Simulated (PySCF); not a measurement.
Species: Si4H10.
SMILES with atom numbers: `[SiH3:1][SiH:2]([SiH3:3])[SiH3:4]` (hydrogens: H5, H6, H7 on Si1; H8 on Si2; H9, H10, H11 on Si3; H12, H13, H14 on Si4)

Computed by this run: PySCF, PBE0-D3(BJ)/def2-SVP geometry optimisation, gas phase; density fitting, grid level 1; the optimiser is geomeTRIC in internal coordinates, started from a GFN2-xTB structure with every atom displaced at random (about 0.01 Å).

Step 1: E = -31649.9910 eV
```
atom  x, y, z in Å  |  force x, y, z in eV/Å
Si1    -0.0097    1.9929   -0.8420    0.066  -0.045   0.171
Si2     0.0820    0.1016    0.5455   -0.045  -0.101  -0.187
Si3     1.9252   -1.2382    0.0059   -0.045   0.030  -0.008
Si4    -1.9558   -1.0581    0.3771    0.289   0.152   0.123
H5      1.2510    2.7836   -0.6787   -0.049   0.037  -0.048
H6     -0.1658    1.6045   -2.2758   -0.003  -0.028  -0.010
H7     -1.1822    2.8199   -0.4244   -0.001   0.072  -0.050
H8      0.2423    0.5554    1.9659   -0.013   0.019   0.006
H9      3.1663   -0.4250    0.1872    0.060  -0.057  -0.001
H10     1.8625   -1.7179   -1.4126   -0.028   0.037   0.059
H11     1.9560   -2.4231    0.9173    0.061  -0.015  -0.011
H12    -1.9344   -2.2341    1.2984   -0.091  -0.028  -0.014
H13    -2.9952   -0.0780    0.8086   -0.178  -0.086  -0.024
H14    -2.2103   -1.5142   -1.0219   -0.022   0.013  -0.007
```

Step 2: E = -31650.0091 eV
```
atom  x, y, z in Å  |  force x, y, z in eV/Å
Si1    -0.0039    1.9990   -0.8328    0.010  -0.015   0.063
Si2     0.0843    0.1077    0.5537   -0.027  -0.029  -0.043
Si3     1.9263   -1.2361    0.0096   -0.015   0.010   0.012
Si4    -1.9511   -1.0528    0.3897    0.099   0.082   0.058
H5      1.2520    2.7992   -0.6943   -0.011   0.016  -0.014
H6     -0.1602    1.5880   -2.2613   -0.002  -0.021  -0.007
H7     -1.1737    2.8458   -0.4426    0.011   0.019  -0.022
H8      0.2440    0.5653    1.9735   -0.004   0.010   0.003
H9      3.1858   -0.4462    0.1752    0.009  -0.023   0.002
H10     1.8380   -1.7049   -1.4075   -0.023   0.012  -0.004
H11     1.9717   -2.4309    0.9081    0.021   0.000  -0.003
H12    -1.9497   -2.2439    1.2929   -0.027  -0.008  -0.001
H13    -3.0434   -0.1161    0.8002   -0.042  -0.057  -0.018
H14    -2.1883   -1.5050   -1.0139   -0.001   0.004  -0.025
```

**Question.** Estimate the geometry and energy of step 3. (The exact step hangs on the optimiser's Hessian estimate; all steps are aligned on step 2, rigid shifts and turns removed.)

**Answer.** E = -31650.0141 eV, largest force 0.066 eV/Å
```
atom  x, y, z in Å  |  force x, y, z in eV/Å
Si1     0.0015    2.0019   -0.8248   -0.001  -0.003  -0.018
Si2     0.0848    0.1178    0.5691   -0.006   0.032   0.057
Si3     1.9176   -1.2326    0.0123   -0.003  -0.015  -0.009
Si4    -1.9416   -1.0490    0.3979   -0.003  -0.015  -0.019
H5      1.2562    2.8065   -0.7058    0.004  -0.001   0.003
H6     -0.1547    1.5641   -2.2466    0.001  -0.007   0.002
H7     -1.1645    2.8644   -0.4589    0.001  -0.002   0.000
H8      0.2450    0.5793    1.9882    0.001   0.000  -0.005
H9      3.1900   -0.4614    0.1626   -0.002   0.003   0.001
H10     1.7983   -1.6885   -1.4066   -0.009   0.003  -0.008
H11     1.9729   -2.4352    0.8996   -0.002   0.002   0.001
H12    -1.9476   -2.2509    1.2876    0.008   0.001   0.001
H13    -3.0724   -0.1516    0.7894   -0.002  -0.002  -0.001
H14    -2.1537   -1.4955   -1.0136    0.013   0.003  -0.005
```

The energy changes by -0.0050 eV. The first-order estimate −F·Δx gives -0.0080 eV and the mean of the old and new forces, exact on a quadratic surface, -0.0049 eV. The step makes an angle of 64° with the force vector and moves no atom by more than 0.047 Å.

The cost below is that of the whole optimisation. Hardware: one thread, Arm Neoverse V2 (aarch64), on a shared host. Cost: 34 s, 0.52 GiB resident at most.
